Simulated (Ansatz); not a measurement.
`[OH][Sn]([F])([F])[SiH3]` → `[OH][Sn][F]` + `F[SiH3]` at 298.15 K and 1 bar (stannylene formation by 1,1-elimination).

Isolated molecules relaxed with PBE0-D4/def2-TZVP in Ansatz; ΔE leaves out vibrations. CCSD(T)/CBS adds triple-zeta CCSD(T) − MP2 to the extrapolated MP2 energy (def2 sets, frozen cores). This one scheme is used for every species. Elements past krypton have def2 core potentials. For Sn outer-core shells are correlated without core-valence functions, which leaves a few kJ/mol of doubt a bond. Each species was taken in one conformer, which may not be the lowest.

| species | CCSD(T)/CBS energy (Eh) | H − E (kJ/mol) | S (J/(mol·K)) |
| --- | --- | --- | --- |
| `[OH][Sn]([F])([F])[SiH3]` | -780.36593 | 136.2 | 405.8 |
| `[OH][Sn][F]` | -389.66871 | 51.5 | 292.7 |
| `F[SiH3]` | -390.72345 | 82.7 | 238.5 |

H − E and S are ideal-gas, rigid-rotor, harmonic terms from PBE0-D4/def2-TZVP, for one conformer and one mirror image of each species. 1 Eh = 2625.50 kJ/mol, R = 8.31446 J/(mol·K).

Task: By hand: ΔE, ΔH, ΔS and ΔG.

Result: ΔE = (-389.66871) + (-390.72345) − (-780.36593) = -0.02623 Eh = -68.9 kJ/mol. Δ(H − E) = 51.5 + 82.7 − 136.2 = -2.0, so ΔH = -70.9 kJ/mol. ΔS = 292.7 + 238.5 − 405.8 = 125.4 J/(mol·K). ΔG = -70.9 − 298.15 × (125.4)/1000 = -108.3 kJ/mol.

Task: By hand: the equilibrium constant, and the temperature at which ΔG would vanish if ΔH and ΔS stayed fixed.

Result: log₁₀ K = −ΔG/(RT ln 10) = 19.0. ΔH and −TΔS have one sign here, so there is no such temperature.

The number of gas molecules changes by +1, which sets the sign of ΔS. A doubt of 5 kJ/mol in ΔE shifts log₁₀ K by 0.9 here. Other conformers and mirror images would add mixing entropy, several J/(mol·K) or more a flexible species. Modes under 60 cm⁻¹, often nearly free rotors, make the harmonic entropy too high. These are equilibria of isolated gas molecules and say nothing of rates. Largest T1 diagnostic: 0.018 (customary marks: 0.02 for closed shells, 0.045 for open ones).
